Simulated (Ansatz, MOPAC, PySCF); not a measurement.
System: SiI, net charge 0, doublet state. SMILES: [Si]I
Structure (B3LYP-D3(BJ)/def2-TZVP (Ansatz, a quantum-chemistry and plane-wave program) minimum search):
```
Si
I 1 2.4688
```
Charge 0, spin multiplicity 2.

Quantity: vertical electron affinity to the triplet, in eV. Conventions: six Cartesian d functions in 6-31G* and its kin unless marked 5d; STO-3G and 3-21G all-electron and non-relativistic; spin-orbit terms left out; LANL2DZ with its own core potentials from Na on; PM7 with its own dispersion and hydrogen-bond terms; def2 sets with scalar-relativistic core potentials past Kr; open shells spin-unrestricted; each state is the SCF solution reached for its charge and spin; valence correlation only (noble-gas shells and the d and f shells of earlier blocks). First-principles rows: single points at B3LYP-D3(BJ) geometries (Ansatz). Semi-empirical rows: differences of heats of formation at the shared geometry for vertical values. Sets without +, aug- or the D of def2-TZVPD hold no diffuse functions, which anions need.

```
level                                    program  vertical electron affinity to the triplet (eV)
---------------------------------------  -------  ----------------------------------------------
PM6                                        MOPAC                                            2.78
PM7                                        MOPAC                                            3.03
MNDO                                       MOPAC                                            1.94
HF/6-31G* with LANL2DZ past Ar            Ansatz                                            1.13
PBE/6-31G* with LANL2DZ past Ar           Ansatz                                            1.29
B3LYP/STO-3G                              Ansatz                                           -3.99
B3LYP/3-21G                               Ansatz                                            1.22
B3LYP/6-31G* with LANL2DZ past Ar         Ansatz                                            1.27
M06-2X/6-31G* with LANL2DZ past Ar (5d)    PySCF                                            1.34
MP2/6-31G* with LANL2DZ past Ar           Ansatz                                            1.01
B3LYP/def2-TZVPD                          Ansatz                                            1.36
wB97X-V/def2-TZVPD                        Ansatz                                            1.37
```

No value to compare with is used here. The 10 habitual levels span -3.99 (B3LYP/STO-3G) to 3.03 eV (PM7); B3LYP/def2-TZVPD gives 1.36.

The levels are drawn from those run, B3LYP/6-31G* more often than the rest, none by its result; left out are runs that failed, that the program found above a lower state of the same kind, or whose <S^2> lies over 0.5 above the pure value.
